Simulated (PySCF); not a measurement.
# SnO(OH)₂ → H₂SnO + O₂

Level: PBE0 in the def2-TZVP basis family, computed in PySCF with density fitting; scalar-relativistic core potentials for atoms from Rb on, none lighter, no spin–orbit coupling; open shells unrestricted.

```
 species                                                                                                                                state and structure  ZPE (kJ/mol)  H(298 K) − H(0) (kJ/mol)  S° (J/(mol K))
SnO(OH)₂  singlet, Cs, O–H 0.963 Å (×2), Sn–O 1.818 Å, Sn–O 1.935 Å, Sn–O 1.952 Å; H–O–Sn 110.2°, H–O–Sn 113.4°, O–Sn–O 97.8°, O–Sn–O 129.4°, O–Sn–O 132.8°          76.4                      17.9           327.5
   H₂SnO                                                                   singlet, C2v, Sn–H 1.713 Å (×2), Sn–O 1.820 Å; H–Sn–H 111.8°, H–Sn–O 124.1° (×2)          37.4                      11.8           260.3
      O₂                                                                                                                          triplet, D∞h, O–O 1.193 Å          10.3                       8.7           204.9
```

(1) Is the gas-phase reaction uphill or downhill in electronic energy at this level, and by how much?

(2) Add zero-point, thermal and entropy terms for 298.15 K and 1 bar.

Answers

(1) At PBE0/def2-TZVP, ΔE = 499.6 kJ/mol, uphill. 

(2) ΔZPE = -28.7 and Δ[H(298) − H(0)] = 2.6 kJ/mol give ΔH° = 473.5 kJ/mol. ΔS° = 137.7 J/(mol K), so ΔG° = 473.5 − 298.15 × (0.1377) = 432 kJ/mol.

Each species is the lowest minimum found with this bonding; other isomers or fragments can lie lower.
